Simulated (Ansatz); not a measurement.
Consider the cleavage of the Si–Ge bond: `[SiH3][SiH2][GeH2][SiH2][SiH3]` + `BN[SiH2]Cl` → `BN([SiH2][SiH3])[SiH2]Cl` + `[SiH3][SiH2][GeH3]`.

Isolated molecules relaxed with PBE0-D4/def2-TZVP in Ansatz; ΔE leaves out vibrations. CCSD(T)/CBS adds triple-zeta CCSD(T) − MP2 to the extrapolated MP2 energy (def2 sets, frozen cores). For Ge outer-core shells are correlated without core-valence functions, which leaves a few kJ/mol of doubt a bond. Scalar relativity is left out up to krypton. One conformer a species, not always the lowest.

```
                         species  CCSD(T)/CBS(def2) energy (Eh)
`[SiH3][SiH2][GeH2][SiH2][SiH3]`                    -3239.63817
                    `BN[SiH2]Cl`                     -831.46864
      `BN([SiH2][SiH3])[SiH2]Cl`                    -1412.04425
            `[SiH3][SiH2][GeH3]`                    -2659.06477
```

(1) Work out ΔE.

Largest T1 diagnostic among the species: 0.013.

Results:

(1) ΔE = (-1412.04425) + (-2659.06477) − (-3239.63817) − (-831.46864) = -0.00221 Eh = -5.8 kJ/mol.

From PBE to PBE0 (25 % exact exchange), in def2-TZVPP and without D4, ΔE moves by −4.0 kJ/mol. In def2-TZVPP, CCSD(T) changes the Hartree–Fock value by +11.6 kJ/mol (the triples alone add +1.3 kJ/mol) and MP2 by +9.2 kJ/mol.
